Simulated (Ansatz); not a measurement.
Reaction (ligand exchange at the Si–C bond): `O[SiH2]C[Si](O)(O)O` + `C[O][Ti]([OH])([O]C)[O]C` → `C[O][Ti]([O]C)([O]C)[O][Si](O)(O)O` + `C[SiH2]O`

Isolated molecules relaxed with PBE0-D4/def2-TZVP in Ansatz; ΔE leaves out vibrations. CBS: MP2 limit from def2 TZ/QZ plus the TZ coupled-cluster correction, frozen cores. This one scheme is used for every species. Functionals use def2-TZVPP. B3LYP here is the variant with VWN-RPA as its local correlation; programs differ in this. For Ti outer-core shells are correlated without core-valence functions, which leaves a few kJ/mol of doubt a bond. Scalar relativity is left out up to krypton. Each species was taken in one conformer, which may not be the lowest.

`O[SiH2]C[Si](O)(O)O`:

Cartesian coordinates in Å:
```
O -0.026 -2.463 0.602
Si -0.378 -1.151 1.523
C -1.018 0.246 0.454
Si 0.206 0.770 -0.825
O -0.350 1.762 -1.999
O 1.468 1.576 -0.154
O 0.656 -0.642 -1.549
H 0.324 -2.233 -0.268
H -1.365 -1.581 2.543
H 0.837 -0.640 2.236
H -1.268 1.105 1.087
H -1.939 -0.084 -0.039
H -0.153 2.694 -1.900
H 1.848 1.215 0.649
H 1.159 -0.575 -2.363
```

`C[O][Ti]([OH])([O]C)[O]C`:

Z-matrix (Å, degrees):
```
Ti
O 1 1.787
O 1 1.786 2 110.2
O 1 1.787 2 109.6 3 118.9
O 1 1.815 2 110.0 3 -119.9
C 1 3.050 2 115.9 3 -14.2
C 1 3.031 2 116.8 3 104.0
C 1 3.049 2 14.4 3 109.6
H 5 0.958 1 128.9 2 8.7
H 6 1.096 1 93.0 2 -119.9
H 6 1.096 1 115.7 2 -7.6
H 6 1.095 1 121.1 2 126.5
H 7 1.095 1 117.0 2 140.0
H 7 1.095 1 121.0 2 4.3
H 7 1.096 1 91.5 2 -108.3
H 8 1.096 1 93.4 2 164.6
H 8 1.095 1 122.8 2 50.2
H 8 1.096 1 113.7 2 -83.4
```

`C[O][Ti]([O]C)([O]C)[O][Si](O)(O)O`:

Z-matrix (Å, degrees):
```
Ti
C 1 3.026
C 1 3.049 2 109.1
Si 1 3.281 2 96.5 3 146.0
O 1 1.769 2 94.5 3 -116.0
O 1 1.788 2 123.1 3 4.1
O 1 1.780 2 15.4 3 38.1
O 1 1.829 2 108.3 3 134.2
H 2 1.096 1 94.7 3 108.3
H 2 1.095 1 127.6 3 -9.5
H 2 1.095 1 107.1 3 -140.6
H 3 1.096 1 94.4 2 10.7
H 3 1.096 1 110.8 2 -101.0
H 3 1.095 1 124.8 2 126.7
O 4 1.637 1 95.6 2 97.4
O 4 1.635 1 104.4 2 -11.4
O 4 1.637 1 128.7 2 -136.1
C 5 1.393 1 154.4 2 -117.1
H 15 0.958 4 115.8 1 -156.2
H 16 0.958 4 116.0 1 -101.1
H 17 0.958 4 116.2 1 -34.1
H 18 1.095 5 110.1 1 -103.8
H 18 1.094 5 110.4 1 16.8
H 18 1.095 5 109.8 1 136.9
```

`C[SiH2]O`:

Z-matrix (Å, degrees):
```
C
Si 1 1.863
H 1 1.093 2 111.0
H 1 1.094 2 110.2 3 119.8
H 1 1.093 2 111.5 3 -120.7
O 2 1.652 1 112.6 3 57.7
H 2 1.492 1 108.9 3 -179.5
H 2 1.483 1 110.6 3 -59.4
H 6 0.957 2 117.7 1 68.6
```

**Question.** Is it downhill or uphill in electronic energy at CCSD(T)/CBS, and by how much? (Estimate.)

**Answer.** Ansatz gave: Downhill: ΔE = -1.29 eV.

**Question.** What do these levels give: PBE0-D4, B3LYP-D4, B2PLYP, PBE, PBE0, HF/def2-TZVPP, MP2/def2-TZVPP, CCSD(T)/def2-TZVPP, MP2/def2-QZVPP, SCS-MP2/def2-QZVPP, MP2/CBS(def2), CCSD/CBS(def2)? (Estimate.)

**Answer.** Ansatz gave: PBE0-D4 -1.17, B3LYP-D4 -1.28, B2PLYP -1.30, PBE -1.10, PBE0 -1.17, HF/def2-TZVPP -1.55, MP2/def2-TZVPP -1.28, CCSD(T)/def2-TZVPP -1.30, MP2/def2-QZVPP -1.28, SCS-MP2/def2-QZVPP -1.33, MP2/CBS(def2) -1.26, CCSD/CBS(def2) -1.32 eV.

Largest T1 diagnostic among the species: 0.022, so the coupled-cluster value is less sure than usual.

In def2-TZVPP, CCSD(T) changes the Hartree–Fock value by +0.25 eV (the triples alone add +0.03 eV) and MP2 by +0.27 eV. From PBE to PBE0 (25 % exact exchange), in def2-TZVPP and without D4, ΔE moves by −0.07 eV.
